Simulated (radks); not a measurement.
Dipole-allowed excitations along the series with 36 electrons in [Kr]. Method: scalar-relativistic Kohn-Sham, exchange-only LDA, spin-polarised, spherical densities, finite nucleus; Fermi nuclear charge, rms radius of each element as measured or else 0.836 A^(1/3) + 0.57 fm; computed with a radial shooting solver on a logarithmic mesh with Libxc functionals. Time-dependent linear response with the Hartree and adiabatic exchange-only LDA kernel, continuum included through the Sternheimer equations, no spin-orbit coupling, so fine structure and intercombination lines are absent. Lines are the poles of the dipole polarisability below minus the highest occupied eigenvalue, found on a grid refined at the orbital gaps; the lowest seven at most are given, and weak or close lines can be missed. The first line takes the name of the lowest orbital gap if no other gap lies below it; otherwise a line is named after a gap within 0.6 % of it, if that gap stands alone.

species  -e(HOMO) (eV)  lowest orbital gap (eV)  first line (eV)     f  static alpha (bohr^3)
I17+            492.75             4p-4d 86.311   107.07 (4p-4d)  4.19                 0.3074
Xe18+           538.03             4p-4d 90.632   112.20 (4p-4d)  4.10                 0.2737
Cs19+           585.13             4p-4d 95.008   117.38 (4p-4d)  4.01                 0.2446
Ba20+           634.05             4p-4d 99.442   122.61 (4p-4d)  3.93                 0.2195
La21+           684.80             4p-4d 103.94   127.90 (4p-4d)  3.85                 0.1977
Ce22+           737.37             4p-4d 108.51   133.26 (4p-4d)  3.78                 0.1786
